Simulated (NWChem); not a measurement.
System: CH₃F₃OSi; SMILES F[Si](CO)(F)F

NWChem input:

```
start job
memory heap 200 mb stack 900 mb global 1100 mb
geometry units angstroms noautosym nocenter noautoz
  O      0.180422     2.309957    -0.021191
  C     -0.798534     1.304227    -0.142308
  Si    -0.032444    -0.387887    -0.025076
  F      0.796231    -0.814368    -1.327483
  F     -1.114537    -1.540157     0.247207
  F      0.998815    -0.378472     1.209311
  H      0.596553     2.227223     0.844285
  H     -1.618367     1.398576     0.598844
  H     -1.275475     1.421938    -1.129043
end
basis spherical
  * library 6-31g*
end
dft
  xc hfexch
  iterations 150
  mulliken
end
task dft energy
esp
  recalculate
  probe 0.07
  range 0.3
  factor 1.0
  spacing 0.02
end
task esp
```

Coordinates come from a PBE0/def2-SVP optimisation.

Atomic charges in e: unrestrained fits to the electrostatic potential beside Mulliken populations; buried atoms are poorly determined by the fit.

Atoms are numbered as in the input.

### Question
What results follow from this input? (Hartree-Fock/6-31G* (spherical d).) Quantities: ESP O1; Mulliken O1; ESP C2; Mulliken C2; ESP Si3; Mulliken Si3; ESP F4; Mulliken F4; ESP F5; Mulliken F5; relative RMS misfit of the potential (%).

### Answer
| Property | Value |
|---|---|
| ESP O1 | -0.61 |
| Mulliken O1 | -0.76 |
| ESP C2 | 0.02 |
| Mulliken C2 | -0.28 |
| ESP Si3 | 1.13 |
| Mulliken Si3 | 1.73 |
| ESP F4 | -0.35 |
| Mulliken F4 | -0.51 |
| ESP F5 | -0.37 |
| Mulliken F5 | -0.52 |
| relative RMS misfit of the potential (%) | 19 |
